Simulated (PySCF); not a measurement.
HgCl, SMILES [Hg][Cl] (connectivity only; charge and spin as stated), neutral, multiplicity 2.

The structure is a stationary point at B3LYP-D3(BJ)/def2-TZVPD. The multiplicity is an assumed one; other spin states were not compared. The def2 effective core potentials stand for the cores of Hg; spin–orbit coupling is left out.

Two levels are set side by side: PBE/def2-TZVPD (PySCF) and B3LYP/def2-TZVPD (PySCF). Same geometry, gas phase. Differences are taken from unrounded values.

```json
[
 {"quantity": "α-spin orbital gap (eV)", "PBE": "4.82"},
 {"quantity": "β-spin orbital gap (eV)", "PBE": "1.56"},
 {"quantity": "dipole moment (D)", "PBE": "2.87"},
 {"quantity": "mean polarisability (bohr³)", "PBE": "53.3"}
]
```

Q: These are the PBE values. What does B3LYP give? (An estimate is asked for; the answer gives what the named calculation found.)

A: 
```tsv
quantity	B3LYP	PBE minus B3LYP
α-spin orbital gap (eV)	6.00	-1.18
β-spin orbital gap (eV)	3.21	-1.65
dipole moment (D)	3.05	-0.18
mean polarisability (bohr³)	53.7	-0.5
```

Rough cost on one machine, each run with all the roots and properties that it gave: B3LYP against PBE within a factor of 2.
